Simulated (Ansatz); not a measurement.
Calculated with Ansatz (gas phase, PBE0-D4/def2-TZVP geometries, no zero-point term in ΔE). CBS: MP2 limit from def2 TZ/QZ plus the TZ coupled-cluster correction, frozen cores. This one scheme is used for every species. Functionals use def2-TZVPP. B3LYP here is the variant with VWN-RPA as its local correlation; programs differ in this. One conformer a species, not always the lowest.

Consider the redistribution: `FCBCl` + `[NH2][AlH][NH2]` → `NBCF` + `[NH2][AlH][Cl]`.

`FCBCl`:

Z-matrix (Å, degrees):
```
C
B 1 1.557
F 1 1.379 2 115.8
H 1 1.101 2 108.9 3 122.8
H 1 1.101 2 108.9 3 -122.8
Cl 2 1.731 1 122.1 3 0.0
H 2 1.193 1 119.3 3 -180.0
```

`[NH2][AlH][NH2]`:

Z-matrix (Å, degrees):
```
N
Al 1 1.769
H 1 1.007 2 123.5
H 1 1.006 2 126.5 3 180.0
N 2 1.769 1 120.4 3 -180.0
H 2 1.580 1 119.8 3 0.0
H 5 1.006 2 126.5 1 0.0
H 5 1.007 2 123.5 1 -180.0
```

`NBCF`:

Z-matrix (Å, degrees):
```
C
B 1 1.572
F 1 1.398 2 112.4
H 1 1.097 2 111.3 3 120.7
H 1 1.097 2 111.3 3 -120.7
N 2 1.382 1 119.5 3 0.0
H 2 1.199 1 120.1 3 180.0
H 6 1.004 2 124.1 1 180.0
H 6 1.008 2 121.3 1 -0.0
```

`[NH2][AlH][Cl]`:

Z-matrix (Å, degrees):
```
N
Al 1 1.756
H 1 1.007 2 125.0
H 1 1.007 2 124.3 3 180.0
Cl 2 2.098 1 117.5 3 0.0
H 2 1.570 1 121.9 3 -180.0
```

```tsv
level	ΔE (kJ/mol)
B3LYP	-138.5
CCSD/def2-TZVPP	-136.5
```

Q: What does CCSD(T)/CBS give? (An estimate is asked.)

A: The calculation gave: -136.3 kJ/mol. The listed levels differ from it by -2.2, -0.2 kJ/mol.

Q: What do rigid-rotor, harmonic-oscillator terms from PBE0-D4/def2-TZVP frequencies (298.15 K, 1 bar) make of the CCSD(T)/CBS value? (Estimate.)

A: The calculation gave: ΔZPE = +9.1 kJ/mol, ΔH = -129.1 kJ/mol, ΔS = -5 J/(mol·K), ΔG = -127.5 kJ/mol.

Largest T1 diagnostic among the species: 0.012.

From PBE to PBE0 (25 % exact exchange), in def2-TZVPP and without D4, ΔE moves by −3.0 kJ/mol. Leaving LDA and LC-ωPBE aside and taking each functional with its dispersion term where it has one, the values, not all of them listed here, spread over 8.0 kJ/mol, from BHLYP-D4 to revPBE-D4. LDA lies −4.0 kJ/mol from PBE without D4.
